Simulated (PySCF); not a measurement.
# Bonding in `O[Si@H](CCl)[SiH2]CCl`

C₂H₈Cl₂OSi₂.
Numbering: `[OH:1][Si@H:2]([CH2:3][Cl:4])[SiH2:5][CH2:6][Cl:7]` (hydrogens: H8 on O1; H9 on Si2; H10, H11 on C3; H12, H13 on Si5; H14, H15 on C6)

Geometry (GFN2-xTB, Å), atoms numbered from 1 in this order:
```xyz
15
C2H8Cl2OSi2 angstrom
O     -1.3895   -0.5886   -2.1092
Si    -0.6905   -0.7243   -0.6500
C     -1.8864   -0.0247    0.6819
Cl    -3.4888   -0.7980    0.4872
Si     1.2023    0.5621   -0.9430
C      2.3472    0.3729    0.5837
Cl     1.4201    0.8099    2.0460
H     -2.2994   -0.8449   -2.2543
H     -0.5386   -2.1444   -0.2947
H     -2.0524    1.0464    0.5868
H     -1.5644   -0.2308    1.6984
H      2.0437    0.1665   -2.0827
H      0.9816    2.0109   -1.0725
H      3.2061    1.0370    0.5525
H      2.7046   -0.6422    0.7367
```

Bond orders from the PBE0/pcSseg-1 density (PySCF). The structure is a single GFN2-xTB conformer in the gas phase; no vibrational or solvent corrections.

(1) How far do the computed orders between heavy atoms stray from the drawn ones?

(2) Set the Mayer orders of the bonds between heavy atoms beside their lengths.

Answers

(1) The largest departure is 0.193, at Si2–C3 (drawn single, 0.807). Drawn single, order below 0.88: Si2–C3 (0.807) and Si5–C6 (0.836).

(2) 
| bond | drawn as | length (Å) | Mayer order |
| --- | --- | --- | --- |
| O1–Si2 | single | 1.624 | 1.048 |
| Si2–C3 | single | 1.922 | 0.807 |
| C3–Cl4 | single | 1.790 | 0.942 |
| Si2–Si5 | single | 2.307 | 0.893 |
| Si5–C6 | single | 1.918 | 0.836 |
| C6–Cl7 | single | 1.786 | 0.942 |

Bonds between the same two heavy elements. C–Si: lowest Si2–C3 (0.807, 1.922 Å), highest Si5–C6 (0.836, 1.918 Å). C–Cl: all 2 within 0.02 of one another (0.942 to 0.942).

And the bonds to hydrogen?

H–O: 0.92 (1 bond); H–Si: 0.90 to 0.94 (3 bonds); C–H: 0.93 to 0.94 (4 bonds).

Sum the orders of all bonds at each heavy atom with more than one neighbour and set the sums beside the valence in the SMILES.

O1 1.972 (drawn 2), Si2 3.646 (drawn 4), C3 3.620 (drawn 4), Si5 3.608 (drawn 4), C6 3.654 (drawn 4). Orders between atoms that aren't bonded are not in these sums.

The Mayer order sums products of elements of PS (density times overlap matrix) between the two atoms' basis functions, so it depends on the basis set.
